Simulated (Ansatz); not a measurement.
Consider the ligand exchange at the Si–C bond: `[SiH3]CCBr` + CH₃NH₂ → `CN[SiH3]` + `CCBr`.

Program: Ansatz. Geometries: PBE0-D4/def2-TZVP. ΔE: electronic, gas phase. CBS: MP2 limit from def2 TZ/QZ plus the TZ coupled-cluster correction, frozen cores. Functionals use def2-TZVPP. For Br outer-core shells are correlated without core-valence functions, which leaves a few kJ/mol of doubt a bond. Scalar relativity is left out up to krypton. One conformer a species, not always the lowest.

`[SiH3]CCBr`:

Z-matrix (Å, degrees):
```
Si
C 1 1.886
H 1 1.488 2 110.2
H 1 1.486 2 109.7 3 120.2
H 1 1.488 2 110.2 3 -119.7
C 2 1.505 1 112.2 3 59.8
H 2 1.094 1 108.4 3 -178.0
H 2 1.094 1 108.4 3 -62.4
Br 6 1.958 2 112.4 1 180.0
H 6 1.089 2 112.5 1 -61.9
H 6 1.089 2 112.5 1 61.8
```

CH₃NH₂:

Cartesian coordinates in Å:
```
C 0.556 -0.111 -0.039
N -0.896 -0.113 -0.095
H 1.007 0.763 0.453
H 0.957 -0.166 -1.054
H 0.899 -1.004 0.488
H -1.235 0.703 -0.589
H -1.289 -0.073 0.837
```

`CN[SiH3]`:

Z-matrix (Å, degrees):
```
C
N 1 1.447
H 1 1.093 2 109.5
H 1 1.094 2 110.9 3 -117.8
H 1 1.098 2 113.8 3 120.2
Si 2 1.716 1 123.0 3 -36.9
H 2 1.007 1 113.6 3 170.5
H 6 1.486 2 107.4 1 175.3
H 6 1.488 2 108.6 1 55.3
H 6 1.496 2 115.3 1 -64.3
```

`CCBr`:

Cartesian coordinates in Å:
```
C -0.593 -0.403 0.374
C 0.549 0.180 -0.415
Br 0.832 2.061 0.015
H -0.721 -1.456 0.105
H -1.528 0.119 0.162
H -0.403 -0.344 1.447
H 0.369 0.154 -1.488
H 1.496 -0.310 -0.200
```

```json
{"level": "ωB97X-V", "ΔE (kJ/mol)": "-53.7"}
{"level": "CCSD/def2-SVP", "ΔE (kJ/mol)": "-53.8"}
```

Question: What does CCSD(T)/CBS give? (Estimate.)

Answer: Computed: -52.5 kJ/mol. The listed levels differ from it by -1.2, -1.3 kJ/mol.

Largest T1 diagnostic among the species: 0.010.

Leaving LDA and LC-ωPBE aside and taking each functional with its dispersion term where it has one, the values, not all of them listed here, spread over 12.7 kJ/mol, from BHLYP-D4 to PBE-D4. From BLYP to BHLYP (50 % exact exchange), in def2-TZVPP and without D4, ΔE moves by −6.2 kJ/mol. In def2-TZVPP, CCSD(T) changes the Hartree–Fock value by +12.7 kJ/mol (the triples alone add +1.8 kJ/mol) and MP2 by +10.8 kJ/mol.
